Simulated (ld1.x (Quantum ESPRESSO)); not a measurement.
# Before and after: TM potential for Se

ld1.x (Quantum ESPRESSO) 7.5 input, shortened:

```
&input
   title='Se', zed=34., rel=0, dft='PBESOL', iswitch=3,
   config='[Ar] 3d10 4s2 4p4'
 /
 &inputp
   pseudotype=2, tm=.true., lloc=1,
   nlcc=.false.
 /
3
4S  1  0   2.00   0.00  1.40  1.40  0.0
3D  3  2  10.00   0.00  0.80  0.80  0.0
4P  2  1   4.00   0.00  1.30  1.30  0.0
 &test
   configts(1)='3d10 4s2 4p4'
 /
```

Change: scalar-relativistic.

Cutoffs: the cutoffs (Ry, on a coarse ladder) from which the occupation-weighted sum of valence levels, in a spherical-Bessel basis at the reference potential, stays within 10 and 1 mRy of its value at 400 Ry; they do not see the model core or the augmentation charge, which bear on the density cutoff. Errors are all-electron minus pseudo energies relative to the spin-unpolarised reference configuration.

Question: Predict the effect on cutoff, ghosts and configuration errors.

Answer: A bound ghost appears in s, which as a rule spoils a file; of the 7 tests that both files solve, the error grows in 0 and shrinks in 4 by more than 15 % and 0.3 meV (median size 10.4 → 5.9 meV).

| quantity | base | changed |
| --- | --- | --- |
| cutoff, loose | over 300 Ry | over 300 Ry |
| cutoff, tight | over 300 Ry | over 300 Ry |
| loose cutoff by channel (10 mRy a level) | s 18 Ry, d over 300 Ry, p 50 Ry | s 21 Ry, d over 300 Ry, p 50 Ry |
| bound ghosts | none | s |
| error for 3d10 4s2 4p3, meV [ΔE 10.88 → 10.85 eV] | +2.3 | +0.6 |
| error for 3d10 4s2 4p2, meV [ΔE 31.25 → 31.22 eV] | +9.9 | +4.5 |
| error for 3d10 4s2 4p1, meV [ΔE 62.11 → 62.12 eV] | +18 | +5.9 |
| error for 3d10 4s2 4p3.5, meV [ΔE 4.33 → 4.31 eV] | +0.5 | -0.1 |
| error for 3d9 4s2 4p5, meV [ΔE 53.08 → 51.67 eV] | -1064 | -1077 |
| error for 3d10 4s0 4p6, meV [ΔE 20.71 → 21.98 eV] | +10 | +9.4 |
| error for 3d9 4s2 4p4, meV [ΔE 65.52 → 64.09 eV] | -987 | -1005 |
| s: phases at 1.56 bohr within 0.05 rad from the reference energy up to (Ry; the scan ends near 5) | to the end of the scan | to the end of the scan |
| p: phases at 1.56 bohr within 0.05 rad from the reference energy up to (Ry; the scan ends near 5) | 1.6 | 2.1 |
| d: phases at 1.56 bohr within 0.05 rad from the reference energy up to (Ry; the scan ends near 5) | -1.2 | -1.1 |

 A true bound ghost makes a file unfit for plane-wave use even where its test errors are small: the radial tests pick states by their node count and pass the ghost by.
